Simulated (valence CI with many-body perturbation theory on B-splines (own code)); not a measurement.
Results of a calculation; reference values are marked as such.
**Ladder of approximations for Dy⁶⁰⁺**

Method: valence CI with perturbative core correlation (CI+MBPT): four valence electrons over a frozen Dirac-Fock core [He], a basis of 11 s, 11 p, 9 d, 7 f, 5 g, 2 h, 1 i functions for each j, with the one-electron correlation potential Σ1, the two-electron term Σ2, the three-electron term Σ3, Breit, model QED; selected CI, second order for the rest (own B-spline code, finite nucleus).

No measured spectrum was set against this ion. As an estimate, large intervals hold to a few tenths of a per cent, small ones and those within an open d or f shell to about a per cent. Among the levels kept, up to 290 cm⁻¹ of a level comes from second order outside the variational space, and about a tenth of that is noise between levels of different J, which matters for small intervals.

Each rung adds one term. CI alone is the Dirac-Coulomb CI over the frozen core; QED comes last and gives the full result, which names the levels. Energies are above (2s^2 2p1/2^2) J=0 on the same rung, in eV.

Levels are named by their leading jj configuration (3d3/2^4 stands for four electrons in 3d with j = 3/2), which in mixed levels can hold well under half, so a name can repeat and another be missing. Letters in brackets count levels of one name in rising energy.

```tsv
Level	CI alone
(2s^2 2p1/2 2p3/2) J=1	844.4
(2s^2 2p1/2 2p3/2) J=2	867.9
(2s 2p1/2^2 2p3/2) J=2	1100.3
(2s 2p1/2^2 2p3/2) J=1	1174.8
(2s^2 2p3/2^2) J=2	1727.3
(2s^2 2p3/2^2) J=0	1774.6
(2s 2p1/2 2p3/2^2) J=2 [a]	1918.3
(2s 2p1/2 2p3/2^2) J=3	1968.7
(2s 2p1/2 2p3/2^2) J=0	2006.8
(2s 2p1/2 2p3/2^2) J=1 [a]	2030.5
(2s 2p1/2 2p3/2^2) J=2 [b]	2046.0
(2s 2p1/2 2p3/2^2) J=1 [b]	2043.3
(2p1/2^2 2p3/2^2) J=2	2310.8
(2p1/2^2 2p3/2^2) J=0	2361.0
(2s 2p3/2^3) J=2	2852.5
(2s 2p3/2^3) J=1	2925.1
```

(1) What do these energies become with core correlation, Breit and QED?

(2) How does the ionisation energy move along the ladder, and which term matters most?

Results:

(1) (2s^2 2p1/2 2p3/2) J=1 832.6 (-11.80); (2s^2 2p1/2 2p3/2) J=2 850.3 (-17.55); (2s 2p1/2^2 2p3/2) J=2 1084.2 (-16.09); (2s 2p1/2^2 2p3/2) J=1 1160.6 (-14.24); (2s^2 2p3/2^2) J=2 1701.3 (-26.00); (2s^2 2p3/2^2) J=0 1754.8 (-19.76); (2s 2p1/2 2p3/2^2) J=2 [a] 1892.4 (-25.95); (2s 2p1/2 2p3/2^2) J=3 1933.9 (-34.71); (2s 2p1/2 2p3/2^2) J=0 1985.3 (-21.45); (2s 2p1/2 2p3/2^2) J=1 [a] 2005.0 (-25.55); (2s 2p1/2 2p3/2^2) J=2 [b] 2014.9 (-31.10); (2s 2p1/2 2p3/2^2) J=1 [b] 2018.5 (-24.76); (2p1/2^2 2p3/2^2) J=2 2281.8 (-29.07); (2p1/2^2 2p3/2^2) J=0 2338.4 (-22.57); (2s 2p3/2^3) J=2 2814.9 (-37.51); (2s 2p3/2^3) J=1 2889.0 (-36.09).

(2) CI alone 14171, + Σ1 14172, + Σ2 14172, + Σ3 14172, + Breit 14145, + QED 14145 eV. The largest step is Breit, -27 eV. NIST lists 14144 ± 10 eV (theoretical).
